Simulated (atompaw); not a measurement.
**Before and after: PAW (atompaw) potential for mercury**

atompaw 4.2.0.5 input, output lines left out:

```
Hg 80
GGA-PBESOL scalarrelativistic loggrid 2001 logderivrange -3 5 201
6 6 5 4 0 0
6 1 0
0 0 0
c
c
c
c
c
v
c
c
c
c
v
c
c
v
c
2
2.70 2.25 2.65 1.60
y
2.35
n
y
1
n
y
1.05
n
custom rrkj gramschmidtortho besselshape
bessel
2.70
2.70
2.70
2.70
2.70
1.30
```

Change: core [Kr] 4d10 4f14, valence charge 20; reference 5s2 5p6 5d10 6s2 6p0; waves now 5s (bound): rc 1.35 bohr; 6s (bound): rc 1.20 bohr; 5p (bound): rc 1.60 bohr; 6p (bound): rc 2.15 bohr; 5d (bound): rc 2.15 bohr; 5d channel at -0.3 Ry: rc 2.15 bohr; local potential bessel scheme, radius 1.60 bohr; core correction smooth core density matched at 1.95 bohr; augmentation besselshape compensation charge, radius 1.80 bohr; PAW radius 2.15 bohr; waves and projectors: custom rrkj gramschmidtortho.

Cutoffs: the cutoffs (Ry, on a coarse ladder) from which the occupation-weighted sum of valence levels, in a spherical-Bessel basis at the reference potential, stays within 10 and 1 mRy of its value at 400 Ry; they do not see the model core or the augmentation charge, which bear on the density cutoff.

Q: What does the change do?

A: The potential gets harder (15 Ry and 25 Ry → 40 Ry and 70 Ry); neither file shows a bound ghost. The added semicore shells are compact, so their waves need more plane waves. Several settings change at once here, so the effects cannot be laid on one of them.

| quantity | base | changed |
| --- | --- | --- |
| cutoff, loose | 15 Ry | 40 Ry |
| cutoff, tight | 25 Ry | 70 Ry |
| bound ghosts | none | none |
| lowest overlap eigenvalue by channel | s 0.59, p 0.56, d 0.29 | s 0.36, p 0.51, d 1.00 |

 The cutoffs see the waves, projectors and local potential, not the compensation charge or the core.
